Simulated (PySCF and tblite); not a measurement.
Values are calculated unless marked as measured or tabulated.
C5H10OS, numbered as in [O:1]=[S:2]1[CH2:3][CH2:4][CH2:5][CH2:6][CH2:7]1.

The ensemble was built from 90 distance-geometry starts (ETKDG and KDG, MMFF94s, GFN2-xTB) and rests on PBE0-D3(BJ)/def2-SVP geometries. Free energies are PBE0-D3(BJ)/def2-TZVP single points with GFN2-xTB rigid-rotor and vibrational terms (modes under about 100 cm⁻¹ blended into free rotors). Symmetry numbers and mirror images are counted. Conformers within 4 kcal/mol (GFN2-xTB free energy) were kept, 5 at most. Programs: PySCF with density fitting and tblite.

The 6-ring runs over atoms 2–3–4–5–6–7. Of a mirror pair one member is shown.

```csv
conformer,shape,symmetry,E(GFN2) kcal/mol
1,6-ring chair (all substituents equatorial),Cs,0.91
2,"6-ring twist-boat (ring torsions -68, 37, 34, -74, 38, 26°)",C1 (pair),3.95
3,6-ring chair (O1 axial),Cs,0.00
```

Question: Which of these conformers is the most populated at 298.15 K, and with what share?

Answer: Conformer 3, about 72 %.

Question: Give the DFT energies and free energies relative to the lowest, and all weights.

Answer: 
| conformer | shape | E(DFT) kcal/mol | G(298.15 K) kcal/mol | weight % |
| --- | --- | --- | --- | --- |
| 1 | 6-ring chair (all substituents equatorial) | 0.76 | 0.57 | 27.8 |
| 2 | 6-ring twist-boat (ring torsions -68, 37, 34, -74, 38, 26°) | 5.22 | 4.64 | 0.0 |
| 3 | 6-ring chair (O1 axial) | 0.00 | 0.00 | 72.2 |

Question: How does its share change from 180 K to 400 K?

Answer: From 85 % to 65 %; the mixing entropy goes from 0.83 to 1.31 cal/(mol K).
